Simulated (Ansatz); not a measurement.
Z-matrix (Å, degrees):
```
C
Si 1 1.915
H 1 1.096 2 110.1
H 1 1.096 2 110.1 3 -118.2
H 1 1.097 2 112.8 3 120.9
C 2 1.915 1 103.4 3 -174.8
C 2 1.915 1 103.4 3 -67.2
O 2 1.565 1 115.0 3 59.0
H 6 1.096 2 110.1 1 174.5
H 6 1.096 2 110.1 1 -67.2
H 6 1.097 2 112.8 1 53.7
H 7 1.097 2 112.8 1 -53.8
H 7 1.096 2 110.1 1 -174.7
H 7 1.096 2 110.1 1 67.0
```

Charge -1, multiplicity 1.

**Question.** List the ωB97M-V/def2-TZVPPD orbital energies in eV (Ansatz 0.2.0). (An estimate is asked.)

**Answer.** The calculation gave: Occupied: -1800.86, -517.82, -276.07, -276.07, -276.07, -141.83, -95.97, -95.97, -95.90, -21.42, -17.81, -17.02, -17.02, -10.07, -9.47, -9.33, -9.33, -8.86, -8.86, -8.51, -6.07, -6.07, -5.47, -3.69, -3.69. Lowest empty: 4.35, 4.92, 4.92, 5.40, 6.02, 6.27, 6.28, 6.74.
